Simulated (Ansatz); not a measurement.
Input for Ansatz (an electronic-structure program): R-PBE/def2-TZVPPD on H2 (SMILES [H][H]). Files ending in .json are basis or fitting sets from the Basis Set Exchange.

Ansatz 0.2 input:
```yaml
crystal:
  periodic: [false, false, false]
  atoms:
    - {symbol: H, position_ang: [-0.24285681, 0.04842923, 4.05114946]}
    - {symbol: H, position_ang: [-0.21188945, 0.00993352, 3.30836049]}
basis:
  gaussian:
    orbitals: def2-TZVPPD.json
hamiltonian:
  xc: {name: PBE}
scf: {lower_state_search: off}
```

Q: Give the final energy of this run.

A: -1.1661 hartree.
